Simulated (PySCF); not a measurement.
Radial density of Ho⁺ (holmium, charge +1)

r2SCAN, [Xe] 4f10 6s1 7s1, one real determinant (an excited configuration). Calculation: PySCF 2.14, in x2c-TZVPPall with one added diffuse shell each of s, p, d, f type (12s8p8d5f2g, 129 functions); scalar relativity by spin-free X2C-1e.

```
r (bohr)  4πr²ρ (e/bohr)  4πr²(ρα − ρβ)
  0.0249           79.41         0.0028
  0.0419           97.48         0.0115
  0.0706           118.2         0.0108
   0.119           90.29         0.0887
   0.200           103.3         0.9007
   0.336           47.63         3.6683
   0.565           52.81         5.3161
   0.950           17.72         2.7991
    1.60           6.836         0.4620
    2.69          0.9339         0.4373
    4.52          0.2054         0.2040
    7.60          0.2001         0.2001
    12.8         0.01064         0.0106
    21.5       1.260e-05         0.0000
```

Densities and radii are taken from the X2C orbitals without a picture-change correction, which distorts them close to the nucleus.

⟨L²⟩ = 34.01 against 42 for a pure I term, so this real determinant mixes terms. Spin-orbit coupling, absent here, splits the open shell strongly. The outer electron is Rydberg-like, and this basis confines it to a smaller radius and binds it less than a complete one would.
